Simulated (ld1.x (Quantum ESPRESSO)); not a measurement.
# What the settings do to the RRKJ potential of zirconium

Base potential:

| Quantity | Value |
| --- | --- |
| Element | zirconium |
| Generator | ld1.x (Quantum ESPRESSO) 7.5 |
| Type | norm-conserving RRKJ (Kleinman–Bylander form) |
| Functional | LDA (PZ) |
| Relativity | fully relativistic |
| Frozen core | [Ar] 3d10 4s2 |
| Valence charge | 10 |
| Reference configuration | 4p6 4d2 5s1 5p0 (charge +1) |
| Partial waves | 4p (bound): rc 1.75 bohr; 4d (bound): rc 1.85 bohr; 5s (bound): rc 3.10 bohr |
| Local potential | the s channel |
| Core correction | none |
| rho0 | 0.02 |

Open shells are filled in proportion to 2j + 1 (rel_dist='average').

Cutoffs, loose and tight: the cutoffs (Ry, on a coarse ladder) from which the occupation-weighted sum of valence levels, in a spherical-Bessel basis at the reference potential, stays within 10 and 1 mRy of its value at 400 Ry. They do not see the model core or the augmentation charge, which bear on the density cutoff. Test errors are all-electron minus pseudo excitation energies from the reference, over the configurations 4p6 4d2 5s2 5p0; 4p6 4d2 5s0 5p0; 4p6 4d1 5s0 5p0; 4p6 4d2 5s1 5p1; 4p6 4d1 5s2 5p1; 4p5 4d2 5s2 5p0; 4p6 4d2 5s0 5p2. A dash means not determined; rows that change the core or the reference have their own tests.

A true bound ghost makes a file unfit for plane-wave use even where its test errors are small: the radial tests pick states by their node count and pass the ghost by.

```csv
change,outcome,"cutoff, loose","cutoff, tight",bound ghosts,largest test error (meV)
base,generated,40 Ry,55 Ry,none,-1181
functional PBE,generated,40 Ry,60 Ry,none,-1090
"core [Kr], valence charge 4; reference 4d2 5s1.75 5p0.25; waves now 5s (bound): rc 3.20 bohr; 4d (bound): rc 1.90 bohr; 5p (bound): rc 4.20 bohr; local potential the p channel",generated,30 Ry,35 Ry,none,+157
type TM; local potential all-electron potential smoothed inside 1.60 bohr (lloc = -1); rho0 0,generated,35 Ry,50 Ry,s,-140
local potential the p channel,"generated, misses its reference levels by 1.22 eV",35 Ry,60 Ry,s,-146
wave 5s (bound): rc 3.10 bohr becomes 5s (bound): rc 4.62 bohr,generated,40 Ry,55 Ry,none,-1171
"all radii scaled by about 0.87 (s 2.70, p 1.52, d 1.60 bohr)",generated,60 Ry,90 Ry,none,-1158
wave 4d (bound): rc 1.85 bohr becomes 4d (bound): rc 1.96 bohr,generated,40 Ry,50 Ry,none,-1181
scalar-relativistic,generated,40 Ry,55 Ry,none,-1178
```
